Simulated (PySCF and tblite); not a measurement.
The numbers below are computed, except where a source is named.
**Conformer ensemble of C₅H₄F₂SSe, numbered as in [F:1][CH:2]([F:3])[c:4]1[cH:5][cH:6][s:7][c:8]1[SeH:9]**

The ensemble was built from 90 distance-geometry starts (ETKDG, UFF, GFN2-xTB) and rests on GFN2-xTB geometries. Weights use PBE0-D3(BJ)/pcSseg-1 (IEF-PCM, acetonitrile) energies plus GFN2-xTB zero-point and thermal terms (modes under about 100 cm⁻¹ blended into free rotors). Symmetry numbers and mirror images are counted. Conformers within 2.5 kcal/mol (GFN2-xTB free energy) were kept, 4 at most. GIAO shieldings: PBE0/pcSseg-1 (IEF-PCM, acetonitrile). Shifts are against TMS (¹H), TMS (¹³C), CFCl3 (¹⁹F), Me2Se (⁷⁷Se) at the same level. Codes: tblite and PySCF.

Torsions listed: F1–C2–C4–C5, S7–C8–Se9–H9. Of a mirror pair one member is shown.

```tsv
conformer	shape	symmetry	E(GFN2) kcal/mol	E(DFT) kcal/mol	G(298.15 K) kcal/mol	weight %	dipole D
1	-4°, -147°	C1 (pair)	1.55	0.01	0.00	50.1	1.42
2	-58°, 0°	Cs	0.45	0.00	0.07	44.8	3.36
3	122°, 179°	Cs	0.00	0.72	1.35	5.1	2.92
```

Weights (%) against temperature:

```
 T (K)     1     2    3  S(mix) cal/mol/K
   250  50.1  46.0  3.9              2.34
298.15  50.1  44.8  5.1              2.40
   350  49.9  43.8  6.3              2.44
```

Averaged shifts at 298.15 K. ¹H: 7.61 (H5, 1H), 7.48 (H6, 1H), 7.25 (H2, 1H), 4.99 (H9, 1H) ppm. ¹³C: 145.9 (C8), 141.5 (C4), 136.7 (C6), 131.8 (C5), 119.1 (C2) ppm. ¹⁹F: -132.8 (F1/F3) ppm. ⁷⁷Se: 64.9 (Se9) ppm.

Coordinates of conformer 1 (Å):

```xyz
13

F    -0.796   -2.365    0.253
C    -1.143   -1.108   -0.087
F    -2.119   -0.729    0.793
C     0.022   -0.173   -0.028
C     1.317   -0.533    0.416
C     2.197    0.496    0.348
S     1.471    1.940   -0.234
C    -0.055    1.143   -0.404
Se   -1.551    2.099   -1.076
H    -1.615   -1.140   -1.085
H     1.562   -1.521    0.759
H     3.236    0.498    0.608
H    -2.530    1.393   -0.281
```

Coordinates of conformer 2 (Å):

```xyz
13

F    -1.129   -2.380   -0.238
C    -1.285   -1.175    0.367
F    -1.422   -1.444    1.691
C    -0.118   -0.281    0.111
C     1.218   -0.615    0.449
C     2.101    0.357    0.120
S     1.333    1.712   -0.611
C    -0.216    0.954   -0.473
Se   -1.798    1.804   -1.079
H    -2.236   -0.740    0.012
H     1.484   -1.546    0.915
H     3.163    0.370    0.259
H    -1.102    2.984   -1.541
```

The minima are those of GFN2-xTB; planar forms about aryl–S or allylic bonds may be saddles in DFT. Spin–orbit effects of the heavy atoms on shieldings are missing. Unscaled ¹⁹F shifts at such levels can be off by tens of ppm; differences between conformers or isomers are more reliable. Shifts are unscaled: against experiment ¹³C can be off by 15 ppm or more and ¹H by 0.8 ppm.

Search and properties took 110 s on 1 thread of Arm Neoverse V2, shared host (rough), launched as `OMP_NUM_THREADS=1 python ens_run.py task.json out`.


Conformer gaps in pcSseg-1 on xTB geometries can be 2 kcal/mol off for S=O, P=O and other polar bonds.